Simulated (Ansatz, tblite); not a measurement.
Cost and result up the ladder for Sn(NH2)Me3 (C₃H₁₁NSn) (16 atoms). Charge 0, multiplicity 1. Geometry: PBE0-D4/def2-SVP.

```xyz
16

Sn   -0.1148   -0.0469   -0.0294
N    -2.0175   -0.7759   -0.3124
H    -2.7400   -0.0632   -0.2231
H    -2.2627   -1.5215    0.3373
C     1.1818   -1.7405   -0.2852
H     2.2313   -1.4167   -0.3395
H     0.9232   -2.2623   -1.2175
H     1.0779   -2.4438    0.5538
C     0.1779    0.8501    1.9140
H     1.2066    1.2300    2.0048
H     0.0081    0.1094    2.7090
H    -0.5177    1.6892    2.0602
C     0.1735    1.4066   -1.5843
H    -0.5295    2.2445   -1.4701
H     0.0041    0.9359   -2.5631
H     1.1978    1.8052   -1.5543
```

Ansatz on 4 threads of Arm Neoverse V2 on a shared host; xTB runs through tblite on one thread. Times are rough, summed over both states, and most runs start from the orbitals of an earlier one. PBE0-D4/def2-TZVP serves as the yardstick here, not as an exact answer. The other state is a triplet.

In the def2 sets Sn takes a core potential; there is no spin–orbit coupling. The xTB rows come from tblite.

xTB has no spin-polarisation term.

| level | functions | wall time | vertical triplet (eV) | difference from PBE0-D4/def2-TZVP (eV) |
| --- | --- | --- | --- | --- |
| GFN2-xTB | 36 | 0.01 s | 5.01 | -0.17 |
| GFN1-xTB | 47 | 0.015 s | 4.99 | -0.19 |
| PBE-D4/def2-TZVP | 240 | 7 s | 4.94 | -0.25 |
| PBE0-D4/def2-TZVP (with forces) | 240 | 13 s | 5.18 | 0.00 |
| r2SCAN-D4/def2-TZVP | 240 | 15 s | 5.05 | -0.13 |
